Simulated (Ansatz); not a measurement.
H3NSSi, SMILES `N[Si]S` (lower singlet) (charge 0, multiplicity 1). This singlet lies 2.24 eV below the relaxed triplet at the level frozen-core CCSD(T)/cc-pVTZ // PBE0-D3(BJ)/def2-TZVP (Ansatz, a program for electronic structure).

Cartesian coordinates (Å):
```xyz
6

N     -1.1960     0.0351     0.0516
Si     0.1715    -0.9873     0.0019
S      1.6685     0.5685    -0.0764
H     -1.2143     1.0440     0.0422
H     -2.1212    -0.3620     0.0953
H      2.6915    -0.2984    -0.1146
```
Charge 0, multiplicity 1.

**Question.** Give the natural occupations of the active orbitals, the CASSCF energy and the corrected energy for frozen-core fic-MRCISD+Q@CASSCF(2e,2o)/cc-pVTZ // PBE0-D3(BJ)/def2-TZVP (Ansatz).

**Answer.** 
```yaml
natural_occupations: 1.93, 0.07
CASSCF energy: -742.7691 Ha
corrected_energy: -743.2835 Ha
weight_of_the_reference: 0.869
```
